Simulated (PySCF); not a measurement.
F4Sn, charge -1, multiplicity 2. Atoms are numbered in the order given.

```xyz
5

Sn     0.0000     0.0000     0.0000
F      1.1910     1.1910     1.1910
F     -1.1910     1.1910    -1.1910
F     -1.1910    -1.1910     1.1910
F      1.1910    -1.1910    -1.1910
```
Charge -1, spin multiplicity 2.

Geometry: B3LYP-D3(BJ)/def2-SVPD. A frequency run showed that this geometry is not a minimum. The def2 effective core potentials stand for the cores of Sn; spin–orbit coupling is left out.

Method: PBE/def2-SVPD in PySCF.

Isolated molecule, no solvent.

Computed frontier levels, dipole moment and polarisability:
The α spin, highest occupied and lowest empty level comes out as -0.52 and 3.83 eV. The β spin, highest occupied and lowest empty level is -3.93 and 0.00 eV and the dipole moment about the centre of nuclear charge is 0.00 D. The mean static polarisability comes out as 60.0 bohr³ (8.89 Å³) and the polarisability, principal values is 60.0, 60.0, 60.0 bohr³. The ⟨S²⟩ is 0.751 (pure state 0.75).
